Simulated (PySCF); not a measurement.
**Sn⁺: ionisation energy**

Sn⁺ [Kr] 4d10 5s2 5p1 (2P) → Sn²⁺ [Kr] 4d10 5s2 (1S), as a difference of total energies. All numbers are calculated (PySCF 2.14, scalar relativity by spin-free X2C-1e, in aug-cc-pVQZ-DK3 (9s8p6d3f2g, 102 functions)). Correlated levels: valence: [Kr] 4d10 frozen. The calculations carry no spin-orbit coupling.

```csv
method,ionisation energy (eV),plus first-order spin-orbit estimate,error of that sum (eV)
UHF,13.747,14.061,-0.572
LDA,14.405,14.720,+0.087
PBE,14.218,14.532,-0.101
PBE0,14.258,14.572,-0.061
r2SCAN,14.372,14.686,+0.053
B3LYP,14.318,14.632,-0.001
BHandHLYP,14.212,14.526,-0.107
B2PLYP,14.145,14.459,-0.174
MP2 (valence),13.978,14.293,-0.340
SCS-MP2 (valence),13.970,14.285,-0.348
```

Reference: 14.633 eV (measured; NIST Atomic Spectra Database, ionization energies).

A first-order spin-orbit estimate (lowest level to lowest level, LS coupling) adds 0.314 eV.

Errors of the correlated levels include the incompleteness of this basis and the frozen core.
